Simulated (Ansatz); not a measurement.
Cost and result for the atomization energy of BH₇O₂Si₂ (`O[SiH2]BO[SiH3]`) (12 atoms, 11 bonds).

Cartesian coordinates in Å:
```
O 2.896 1.424 0.456
Si 1.419 0.986 1.069
B 0.279 -0.048 -0.259
O -1.028 -0.239 0.022
Si -2.247 -1.026 -0.785
H 3.406 0.742 0.017
H 1.579 0.154 2.304
H 0.773 2.263 1.475
H 0.721 -0.517 -1.285
H -2.766 -2.090 0.105
H -1.720 -1.611 -2.044
H -3.313 -0.038 -1.074
```

Total charge 0; spin multiplicity 1. All single points use the PBE0-D4/def2-TZVP geometry. It is one conformer, not always the lowest. Program: Ansatz. All runs use 4 threads of an Arm Neoverse V1 on a shared host. Times are those of one run each, without the atoms' runs, and a repeat can differ threefold. Electronic energies, without spin–orbit coupling; frozen cores. CCSD(T)/CBS adds CCSD(T) − MP2 in def2-TZVPP to the MP2 limit, and its time is that of the two runs behind it. T1 = 0.013. B3LYP takes the VWN-RPA correlation (the form of Gaussian; ORCA's B3LYP/G).

CCSD(T)/CBS is a level of theory with its own doubt, some kJ/mol a heavy atom from the limit and from the frozen cores, so smaller differences don't rank the functionals.

```json
{"level": "PBE-D4/def2-TZVPP (with forces)", "functions": "275", "wall time": "3.1 s", "atomization (kcal/mol)": "1005.4", "difference from CCSD(T)/CBS": "-2.5", "per bond": "-0.2"}
{"level": "PBE0-D4/def2-TZVPP", "functions": "275", "wall time": "3.7 s", "atomization (kcal/mol)": "993.0", "difference from CCSD(T)/CBS": "-14.9", "per bond": "-1.4"}
{"level": "r2SCAN-D4/def2-TZVPP (with forces)", "functions": "275", "wall time": "6 s", "atomization (kcal/mol)": "1006.8", "difference from CCSD(T)/CBS": "-1.1", "per bond": "-0.1"}
{"level": "B3LYP-D4/def2-TZVPP (with forces)", "functions": "275", "wall time": "6 s", "atomization (kcal/mol)": "1005.0", "difference from CCSD(T)/CBS": "-2.9", "per bond": "-0.3"}
{"level": "B2PLYP/def2-TZVPP", "functions": "275", "wall time": "7 s", "atomization (kcal/mol)": "995.5", "difference from CCSD(T)/CBS": "-12.4", "per bond": "-1.1"}
{"level": "ωB97X-V/def2-TZVPP", "functions": "275", "wall time": "10 s", "atomization (kcal/mol)": "1011.0", "difference from CCSD(T)/CBS": "3.1", "per bond": "0.3"}
{"level": "ωB97M-V/def2-TZVPP (with forces)", "functions": "275", "wall time": "15 s", "atomization (kcal/mol)": "1008.3", "difference from CCSD(T)/CBS": "0.4", "per bond": "0.0"}
{"level": "MP2/def2-QZVPP", "functions": "521", "wall time": "30 s", "atomization (kcal/mol)": "1010.2", "difference from CCSD(T)/CBS": "2.3", "per bond": "0.2"}
{"level": "CCSD(T)/def2-TZVPP", "functions": "275", "wall time": "3.8 min", "atomization (kcal/mol)": "980.7", "difference from CCSD(T)/CBS": "-27.2", "per bond": "-2.5"}
{"level": "CCSD(T)/CBS(def2)", "functions": "–", "wall time": "4.3 min", "atomization (kcal/mol)": "1007.9", "difference from CCSD(T)/CBS": "0.0", "per bond": "0.0"}
```

The D4 term adds +8.7 kcal/mol with B3LYP and +4.6 kcal/mol with PBE0; it sums over pairs of atoms, weighted by their polarisabilities, and B3LYP, whose exchange is more repulsive, gets the larger term. In def2-TZVPP, CCSD(T) changes the Hartree–Fock value by +225.5 kcal/mol (the triples alone add +11.4 kcal/mol) and MP2 by +238.5 kcal/mol; breaking electron pairs costs correlation energy, which Hartree–Fock lacks. From PBE to PBE0 (25 % exact exchange), in def2-TZVPP and without D4, the atomization energy moves by −11.6 kcal/mol: exact exchange takes away binding that semilocal exchange gives to molecules.
